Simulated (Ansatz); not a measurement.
C$_{2}$H$_{4}$NSb (`C=C=[N][SbH2]`) at its PBE0-D4/def2-TZVP geometry, where that method's forces vanish. Total charge 0; spin multiplicity 1. Sb: def2 effective core potential.

```json
{"atom": "C1", "x (Å)": "-0.928", "y (Å)": "1.315", "z (Å)": "-0.937"}
{"atom": "C2", "x (Å)": "-0.732", "y (Å)": "0.167", "z (Å)": "-0.331"}
{"atom": "N3", "x (Å)": "-0.598", "y (Å)": "-0.916", "z (Å)": "0.188"}
{"atom": "Sb4", "x (Å)": "0.812", "y (Å)": "-1.299", "z (Å)": "1.656"}
{"atom": "H5", "x (Å)": "-0.427", "y (Å)": "1.527", "z (Å)": "-1.871"}
{"atom": "H6", "x (Å)": "-1.603", "y (Å)": "2.047", "z (Å)": "-0.515"}
{"atom": "H7", "x (Å)": "1.468", "y (Å)": "-2.605", "z (Å)": "0.771"}
{"atom": "H8", "x (Å)": "2.008", "y (Å)": "-0.235", "z (Å)": "1.040"}
```

(1) For each bond, give half the difference of the two atoms' forces along it (eV/Å; positive pushes the atoms apart) under PBE-D4, r2SCAN-D4, B3LYP-D4, ωB97M-V in def2-TZVPP. (An estimate is asked.)

## Answers

(1) The calculation gave: 
```json
{"bond": "C1–C2", "length (Å)": "1.313", "PBE-D4": "-0.08", "r2SCAN-D4": "-0.03", "B3LYP-D4": "0.07", "ωB97M-V": "0.12"}
{"bond": "C1–H5", "length (Å)": "1.081", "PBE-D4": "0.05", "r2SCAN-D4": "-0.04", "B3LYP-D4": "-0.06", "ωB97M-V": "-0.10"}
{"bond": "C1–H6", "length (Å)": "1.081", "PBE-D4": "0.05", "r2SCAN-D4": "-0.04", "B3LYP-D4": "-0.06", "ωB97M-V": "-0.10"}
{"bond": "C2–N3", "length (Å)": "1.209", "PBE-D4": "0.61", "r2SCAN-D4": "0.21", "B3LYP-D4": "-0.06", "ωB97M-V": "0.02"}
{"bond": "N3–Sb4", "length (Å)": "2.071", "PBE-D4": "0.15", "r2SCAN-D4": "0.09", "B3LYP-D4": "0.27", "ωB97M-V": "-0.09"}
{"bond": "Sb4–H7", "length (Å)": "1.709", "PBE-D4": "0.23", "r2SCAN-D4": "0.03", "B3LYP-D4": "0.07", "ωB97M-V": "-0.15"}
{"bond": "Sb4–H8", "length (Å)": "1.715", "PBE-D4": "0.24", "r2SCAN-D4": "0.03", "B3LYP-D4": "0.08", "ωB97M-V": "-0.14"}
```

B3LYP here is the variant with VWN-RPA as its local correlation; programs differ in this.

Computed with Ansatz.
